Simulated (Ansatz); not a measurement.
`[OH][InH][NH][SiH3]` → `[NH2][InH][OH]` + `[SiH2]`  (silylene loss)

Program: Ansatz. Geometries: PBE0-D4/def2-TZVP. ΔE: electronic, gas phase. CCSD(T)/CBS is the MP2 limit (def2-TZVPP, def2-QZVPP) plus CCSD(T) − MP2 in def2-TZVPP, frozen cores. This one scheme is used for every species. Functionals use def2-TZVPP. Elements past krypton have def2 core potentials. For In outer-core shells are correlated without core-valence functions, which leaves a few kJ/mol of doubt a bond. Each species was taken in one conformer, which may not be the lowest.

| level | ΔE (eV) |
| --- | --- |
| B97M-V | 3.01 |
| BHLYP-D4 | 3.16 |
| ωB97X-V | 3.15 |
| r2SCAN0 | 3.25 |

Problem. What does CCSD(T)/CBS give? (Estimate.)

Solution. Ansatz gave: +3.08 eV. The listed levels differ from it by -0.07, 0.08, 0.07, 0.17 eV.

Largest T1 diagnostic among the species: 0.016.

At CCSD(T), def2-SVP lies −0.13 eV from the extrapolated value and def2-TZVPP −0.06 eV. In def2-TZVPP, CCSD(T) changes the Hartree–Fock value by +0.05 eV (the triples alone add +0.04 eV) and MP2 by +0.27 eV.
